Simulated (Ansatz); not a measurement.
Frontier orbitals of C$_{8}$H$_{12}$N$_{2}$, SMILES `CCCCCC(C#N)C#N`.

The species carries charge 0 and has multiplicity 1. All single points use the PBE0-D4/def2-TZVP geometry. It is one conformer, not always the lowest. Basis def2-TZVPP, Ansatz 0.2.0.

```csv
functional,HOMO (eV),LUMO (eV),gap (eV)
LDA (SPW92),-8.00,-1.68,6.32
PBE,-7.94,-1.39,6.55
revPBE,-7.90,-1.28,6.62
r2SCAN,-8.24,-1.18,7.06
PBE0,-9.31,-0.32,8.99
r2SCAN0,-9.50,-0.19,9.31
BHLYP,-10.62,0.70,11.32
CAM-B3LYP,-10.73,0.78,11.51
ωB97M-V,-11.59,1.60,13.19
```

A quarter of exact exchange (PBE0) shifts PBE's HOMO by −1.37 eV and its LUMO by +1.08 eV; full exchange at long range (ωB97M-V) shifts them by −3.65 and +2.99 eV. The gap opens from 6.55 to 13.19 eV, since occupied levels lose self-interaction and empty ones feel all the electrons. A positive LUMO is unbound and depends on the basis.
